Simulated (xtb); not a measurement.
BrZn, charge +2, quartet, geometry from GFN2-xTB of the parent state (such geometries of metal compounds can be far from the true shape) (a state made from the parent by changing its charge; the spin is typed, not shown lowest); xtb with GFN0-xTB.

Input for xtb:
```
$ xtb mol.xyz --gfn 0 --chrg 2 --uhf 3 --json

# file mol.xyz
2

Zn    -0.00000000    -0.00000000    -1.16683428
Br     0.00000000     0.00000000     1.00014367
```

What the program printed (banner, timings and long lists left out):

```
   ID    Z sym.   atoms
    1   30 Zn     1
    2   35 Br     2

           -------------------------------------------------
          |                Calculation Setup                |
           -------------------------------------------------

           -------------------------------------------------
          |                 G F N 0 - x T B                 |
           -------------------------------------------------

          ...................................................
          :                      SETUP                      :
          :.................................................:
          :  # basis functions                  14          :
          :  # atomic orbitals                  13          :
          :  # shells                            5          :
          :  # electrons                         7          :
          :  electronic temp.          300.0000000     K    :
          :  accuracy                    1.0000000          :
          :  -> integral cutoff          0.2500000E+02      :
          :  -> integral neglect         0.1000000E-07      :
          ...................................................

         :::::::::::::::::::::::::::::::::::::::::::::::::::::
         ::                     SUMMARY                     ::
         :::::::::::::::::::::::::::::::::::::::::::::::::::::
         :: total energy               0.612361916953 Eh    ::
         :: gradient norm              0.137707645844 Eh/a0 ::
         :: HOMO-LUMO gap              7.688667857323 eV    ::
         ::.................................................::
         :: H0 energy                 -3.477849807596 Eh    ::
         :: repulsion energy           0.009118563229 Eh    ::
         :: electrostat energy         4.081330995058 Eh    ::
         :: -> Gsolv                   0.000000000000 Eh    ::
         ::    -> Gsasa                0.000000000000 Eh    ::
         ::    -> Gshift               0.000000000000 Eh    ::
         :: dispersion energy         -0.000237833738 Eh    ::
         :: short-range corr.          0.000000000000 Eh    ::
         :: add. restraining           0.000000000000 Eh    ::
         :: total charge               2.000000000000 e     ::
         :::::::::::::::::::::::::::::::::::::::::::::::::::::

           -------------------------------------------------
          |                Property Printout                |
           -------------------------------------------------

[...]
      -------------------------------------------------------------
         1        2.0000           -0.6975036             -18.9800
         2        2.0000           -0.4526344             -12.3168
         3        1.0000           -0.4208646             -11.4523
         4        1.0000           -0.4208646             -11.4523
         5        1.0000           -0.3358447              -9.1388 (HOMO)
         6                         -0.0532913              -1.4501 (LUMO)
         7                         -0.0532913              -1.4501
         8                          0.0319641               0.8698
         9                          0.0319641               0.8698
        10                          0.0382169               1.0399
        11                          0.0493217               1.3421
        12                          0.0493217               1.3421
        13                          0.5492914              14.9470
      -------------------------------------------------------------
                  HL-Gap            0.2825533 Eh            7.6887 eV
             Fermi-level            0.0000000 Eh            0.0000 eV

     #   Z          covCN         q      C6AA      α(0)
     1  30 Zn       0.799     0.416   288.084    40.212
     2  35 Br       0.799     1.584   143.337    19.315

 Mol. C6AA /au·bohr⁶  :        814.828263
 Mol. C8AA /au·bohr⁸  :      58447.282816
 Mol. α(0) /au        :         59.526522

Wiberg/Mayer (AO) data.
largest (>0.10) Wiberg bond orders for each atom

 ---------------------------------------------------------------------------
     #   Z sym  total        # sym  WBO       # sym  WBO       # sym  WBO
 ---------------------------------------------------------------------------
     1  30 Zn   0.938 --     2 Br   0.938
     2  35 Br   0.938 --     1 Zn   0.938
 ---------------------------------------------------------------------------

Topologies differ in total number of bonds
Writing topology from bond orders to xtbtopo.mol

 dipole moment from electron density (au)
     X       Y       Z
  -0.0000   0.0000   2.6171  total (Debye):    6.652

           -------------------------------------------------
          | TOTAL ENERGY                0.612361916953 Eh   |
          | GRADIENT NORM               0.137707645844 Eh/α |
          | HOMO-LUMO GAP               7.688667857323 eV   |
           -------------------------------------------------

normal termination of xtb
```
